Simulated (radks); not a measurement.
Results of a calculation; reference values are marked as such.
Q: Radial electron density D(r) = 4 pi r^2 rho(r) of an atom or ion with 27 electrons. Level of theory: Dirac Kohn-Sham, BLYP, spin-unpolarised, spherical densities, finite nucleus; Fermi nuclear charge, rms radius of each element as measured or else 0.836 A^(1/3) + 0.57 fm (a radial shooting solver on a logarithmic mesh with Libxc functionals).

| r (bohr) | D(r) (e/bohr) |
|---|---|
| 0.002309 | 1.379 |
| 0.002603 | 1.711 |
| 0.002935 | 2.118 |
| 0.003309 | 2.614 |
| 0.003701 | 3.173 |
| 0.004173 | 3.893 |
| 0.004705 | 4.759 |
| 0.005305 | 5.793 |
| 0.005934 | 6.930 |
| 0.00669 | 8.354 |
| 0.007543 | 10.01 |
| 0.008505 | 11.92 |
| 0.009513 | 13.93 |
| 0.01073 | 16.32 |
| 0.01209 | 18.95 |
| 0.01363 | 21.78 |
| 0.01525 | 24.53 |
| 0.0172 | 27.51 |
| 0.01939 | 30.40 |
| 0.02186 | 33.05 |
| 0.02465 | 35.30 |
| 0.02757 | 36.88 |
| 0.03108 | 37.89 |
| 0.03505 | 38.10 |
| 0.03951 | 37.49 |
| 0.0442 | 36.30 |
| 0.04983 | 34.57 |
| 0.05618 | 32.74 |
| 0.06335 | 31.26 |
| 0.07085 | 30.61 |
| 0.07989 | 31.02 |
| 0.09007 | 32.70 |
| 0.1016 | 35.48 |
| 0.1136 | 38.58 |
| 0.1281 | 41.66 |
| 0.1444 | 43.60 |
| 0.1628 | 43.59 |
| 0.1821 | 41.53 |
| 0.2053 | 37.34 |
| 0.2315 | 31.97 |
| 0.261 | 26.69 |
| 0.2943 | 22.78 |
| 0.3292 | 21.08 |
| 0.3712 | 21.42 |
| 0.4185 | 23.25 |
| 0.4718 | 25.31 |
| 0.5278 | 26.34 |
| 0.595 | 25.74 |
| 0.6709 | 23.29 |
| 0.7564 | 19.45 |
| 0.8461 | 15.32 |
| 0.954 | 11.02 |
| 1.076 | 7.366 |
| 1.213 | 4.586 |
| 1.356 | 2.766 |
| 1.529 | 1.502 |
| 1.724 | 0.7563 |
| 1.944 | 0.3495 |
| 2.175 | 0.1553 |
| 2.452 | 0.05788 |
| 2.765 | 0.01853 |

What is the nuclear charge?

A: Z = 31. The innermost maximum, from 1s, lies near gamma/Z bohr with gamma = sqrt(1 - (Z/c)^2) = 0.974, here 0.0314 bohr (found: 0.0339), and its height grows with Z. The density is that of the gallium ion Ga4+ in [Ar] 3d9; the configuration itself is not fixed sharply by these data, and Z only to about a unit. D(r) has 3 maxima, at r = 0.0339, 0.154, 0.541 bohr, and minima at 0.0726, 0.343 bohr, inside which lie 2.11, 10.95 electrons.
